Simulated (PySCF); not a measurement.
# GaCl₃ + AlCl → GaCl + AlCl₃

Level: PBE0 in the def2-TZVP basis family, all electrons, no relativity, computed in PySCF with density fitting; open shells unrestricted.

| species | state and structure | E (Eh) | ZPE (kJ/mol) | H(298 K) − H(0) (kJ/mol) | S° (J/(mol K)) |
| --- | --- | --- | --- | --- | --- |
| GaCl₃ | singlet, D3h, Ga–Cl 2.113 Å (×3) | -3304.96067 | 10.3 | 17.4 | 325.3 |
| AlCl | singlet, C∞v, Al–Cl 2.146 Å | -702.43605 | 2.8 | 9.3 | 227.9 |
| GaCl | singlet, C∞v, Ga–Cl 2.216 Å | -2384.72753 | 2.2 | 9.6 | 239.9 |
| AlCl₃ | singlet, D3h, Al–Cl 2.070 Å (×3) | -1622.72797 | 12.7 | 16.4 | 313.2 |

Q: What is the electronic reaction energy?

A: At PBE0/def2-TZVP, ΔE = -154.3 kJ/mol from the differences of the total energies times 2625.5, downhill. The heavier gallium gives up the higher oxidation state, the inert-pair effect.

Q: Add zero-point, thermal and entropy terms for 298.15 K and 1 bar.

A: ΔZPE = 1.8 and Δ[H(298) − H(0)] = -0.7 kJ/mol give ΔH° = -153.2 kJ/mol. ΔS° = -0.1 J/(mol K), so ΔG° = -153.2 − 298.15 × (-0.0001) = -153 kJ/mol.

Only the bonding shown was studied: isomers, or loss of a ligand pair, can lie lower.
